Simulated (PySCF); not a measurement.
Level of theory: σ from GIAO-PBE0/pcSseg-1, coordinates at the GFN2-xTB level, in PySCF 2.14.0 with density-fitted response routines (no relativistic terms, a single conformation, in vacuum, one averaged value for each set of equivalent atoms).

Shifts are taken against calculated references (same method and geometry level): TMS for 1H (31.72 ppm), 13C (186.93 ppm). Shifts are as computed. Against solution values, carbons near 30 ppm lie about +3 ppm off and those near 130 ppm about +5 ppm. Of 1309 compounds with measured shifts, 239 miss one by over three times the rms of a fit or turn the order of signals round; such compounds aren't used in these exercises. OH and NH positions are gas-phase values without hydrogen bonding to other molecules.

(1) Order these molecules by the shift of their most deshielded carbon, lowest δ first.
A. CO[Si@@](N)(O)N([SiH3])[SiH3]
B. C[C@@H]1COCC(=O)[SiH2]1
C. CC(=O)[C@@H]1C[C@@H]1O[SiH3]
D. CC1[SiH2][SiH2][SiH2]1

(2) Order these molecules by the shift of their most deshielded carbon-bound hydrogen, lowest δ first.
A. CC(=O)[C@@H]1C[C@@H]1O[SiH3]
B. C[C@@H]1COCC(=O)[SiH2]1
C. CC1[SiH2][SiH2][SiH2]1

(3) How many 13C and 1H signals does each give (equivalence by symmetry and fast rotation, but not about amide C–N or C=N bonds)? `CC1[SiH2][SiH2][SiH2]1`, `CO[Si@@](N)(O)N([SiH3])[SiH3]`, `C[C@@H]1COCC(=O)[SiH2]1`, `CC(=O)[C@@H]1C[C@@H]1O[SiH3]`

Answers

(1) D (21.7 ppm, methyl carbon), A (52.4 ppm, methyl carbon bonded to O), C (208.3 ppm, ketone carbonyl carbon), B (248.6 ppm, carbonyl carbon).

(2) C (1.59 ppm, hydrogen on an sp3 CH bonded to 2 Si), A (4.01 ppm, hydrogen on a three-membered-ring carbon), B (4.53 ppm, hydrogen on an sp3 CH2 bonded to O).

(3) CC1[SiH2][SiH2][SiH2]1: 2 C, 6 H; CO[Si@@](N)(O)N([SiH3])[SiH3]: 1 C, 4 H; C[C@@H]1COCC(=O)[SiH2]1: 5 C, 8 H; CC(=O)[C@@H]1C[C@@H]1O[SiH3]: 5 C, 6 H.
